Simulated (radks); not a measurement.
All-electron atom: the mercury ion Hg48+ in [Ar] 3d10 4s1.75 4p2 4f0.25 (fractional occupations, a model configuration). Calculated with a radial shooting solver on a logarithmic mesh with Libxc functionals: Dirac Kohn-Sham, BLYP, spin-unpolarised, spherical densities, finite nucleus; open shells fill j = l - 1/2 first; Fermi nuclear charge, rms radius 5.4648 fm.

Spin-orbit splittings of the eigenvalues, e(l+1/2) - e(l-1/2), with zeta = 2 splitting/(2l+1) and mean radii in bohr:

shell  occ.  splitting (eV)  zeta (eV)  <r> j=l-1/2  <r> j=l+1/2
2p        6            1955       1303      0.05682      0.06545
3p        6           450.2      300.1       0.1674       0.1821
3d       10           97.92      39.17       0.1579       0.1624
4p        2           151.2      100.8       0.3484       0.3695
4d        0           32.91      13.16       0.3552       0.3611
4f     0.25           9.981      2.852       0.3281       0.3306
5p        0           67.11      44.74       0.5989       0.6270
5f        0           4.872      1.392       0.6057       0.6087
